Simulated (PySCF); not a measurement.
# UHF on Be (beryllium, neutral)

Configuration: [He] 2s1 2p1, high-spin 3P determinant (an excited configuration). All numbers are calculated (PySCF 2.14, the spin-free X2C one-electron Hamiltonian (Gaussian nucleus), in aug-cc-pVDZ-DK (4s3p2d, 23 functions)).

```
Total energy                                                  : -14.514857 hartree
One-electron energy                                           : -18.8970 hartree
Hartree (Coulomb) energy                                      : 7.1181 hartree
Exchange energy                                               : -2.7359 hartree
⟨S²⟩                                                          : 2.0000
⟨L²⟩                                                          : 2.026
Sum of ⟨r⟩                                                    : 6.259 bohr
Sum of ⟨r²⟩                                                   : 18.41 bohr²
Traceless quadrupole moment −½Σ⟨3z² − r²⟩ along its main axis : -4.67 e·bohr²
Langevin diamagnetic susceptibility                           : -14.6 ×10⁻⁶ cm³/mol
```

| shell | electrons | mean orbital energy (eV) | rms radius, mean of both spins (bohr) |
| --- | --- | --- | --- |
| 1s α | 1 | -129.62 | 0.483 |
| 1s β | 1 | -128.64 | 0.483 |
| 2s α | 1 | -10.785 | 2.78 |
| 2p α | 1 | -6.682 | 3.20 |

Spin-orbit constants ζ (cm⁻¹) from the X2C one-electron operator on these orbitals: bare nucleus, nucleus screened by l(l+1)(2l+1)/3 electrons, and screened by the Breit-Pauli mean field of the electrons.

```json
{"shell": "2p", "bare": "6.592", "screened nucleus": "3.296", "mean field": "1.935"}
```

To first order the Landé constant is A = 0.9673 cm⁻¹, so the lowest level has J = 0 and lies 0.000240 eV below the centre of the term. This holds in LS coupling only.
